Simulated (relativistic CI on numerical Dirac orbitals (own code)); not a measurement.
# One change at a time: Zn²⁶⁺

Base calculation: Dirac-Coulomb-Breit CI, KLI orbitals optimised for each configuration, model QED, unscaled Slater integrals.

Configurations in the expansion (outside the closed core 1s2): 2s2, 2s.2p, 2p2, 2p.3s, 2p.3p, 2s.3s, 2s.3p, 2s.3d, 2s.4s, 2s.4p, 2s.4d, 2s.4f, 3s2, 3s.3p, 3p2. Levels of other configurations are missing.

The lowest level and the first level of each name with at least 55 % of one term (blank where a level has no safe partner in the second run):

```csv
Level,Base (eV),Shift (eV)
2s2 1S_0,0.00,0.00
2s.2p 3P°_0,50.91,+0.76
2s.2p 3P°_1,57.16,+0.75
2s.2p 3P°_2,79.47,+0.69
2s.2p 1P°_1,120.00,+0.71
2p2 3P_0,142.40,+1.56
2p2 3P_1,161.06,+1.52
2p2 3P_2,168.79,+1.51
2p2 1D_2,196.67,+1.46
2p2 1S_0,227.84,+1.42
2s.3s 3S_1,1508.78,+0.51
2s.3s 1S_0,1518.94,+0.52
2s.3p 3P°_0,1533.94,+0.73
2s.3p 3P°_1,1534.14,+0.74
2s.3p 1P°_1,1541.64,+0.75
2s.3p 3P°_2,1542.26,+0.71
2s.3d 3D_1,1554.34,+0.74
2s.3d 3D_2,1555.36,+0.73
2s.3d 3D_3,1557.14,+0.72
2s.3d 1D_2,1566.26,+0.73
2p.3s 3P°_0,1573.38,+1.33
2p.3s 3P°_1,1576.46,+1.30
```

At this charge energies of transitions that change n are usually good to better than 1 %, and those within a shell (Δn = 0) to a few per cent.

(1) One thing was changed in a second run, which moved the levels as shown. Which?
A. valence Slater integrals scaled by 0.9
B. Breit term removed
C. QED terms removed
D. configuration mixing switched off

## Answers

(1) C. QED terms removed. QED shifts follow the density of s (and p1/2) electrons at the nucleus, so configurations move by their count of such electrons; where none moves, the smaller shifts of p3/2 electrons and of j = l + 1/2 against j = l − 1/2 set the pattern.

LS names give the leading component of a level, which can be under half, so a name can repeat, a term be missing and a line seem to break the LS rules.
